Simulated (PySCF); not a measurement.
Molecule: `C1CN([SiH3])CC1`, C₄H₁₁NSi.

Bonds (- single, = double, # triple, : aromatic): Si1-N2, N2-C3, C3-C4, C4-C5, C5-C6, C6-N2. Si1 carries H7, H8, H9; C3 carries H10, H11; C4 carries H12, H13; C5 carries H14, H15; C6 carries H16, H17.

Frames of a GFN2-xTB Langevin trajectory at 200 K; GIAO PBE0/pcSseg-1 shieldings in PySCF 2.14.0 with density-fitted response routines, gas phase, non-relativistic; equivalent atoms averaged within each frame.

Shifts are taken against calculated references (same method and geometry level): TMS for $^{29}$Si (349.16 ppm) and $^{13}$C (186.93 ppm) and $^{1}$H (31.72 ppm); NH3 for $^{15}$N (267.73 ppm). The references are static minima.

Q: How do the shifts (ppm) fluctuate along the trajectory?

A: 
```csv
time (fs),Si1,N2,C3/C6,C4/C5,H7/H8/H9,H10/H11/H16/H17,H12/H13/H14/H15
optimised geometry,-60.0,27.6,52.4,30.8,4.68,3.09,1.80
250,-44.1,28.3,56.2,30.5,5.19,3.28,1.78
425,-44.0,35.8,55.7,31.7,5.55,3.30,1.90
625,-44.7,44.7,57.9,24.1,4.82,3.35,1.16
800,-48.1,33.4,53.9,30.9,5.00,3.11,2.03
1000,-49.2,31.8,52.5,30.3,4.96,2.79,1.91
mean of frames,-46.0,34.8,55.2,29.5,5.10,3.17,1.76
standard deviation,2.4,6.2,2.1,3.1,0.28,0.23,0.35
```

5 frames give an uncertainty of the mean of about the standard deviation over 2.2 at best, since frames this close in time may not be independent; classical motion lacks zero-point vibration, and the reference would need the same averaging.
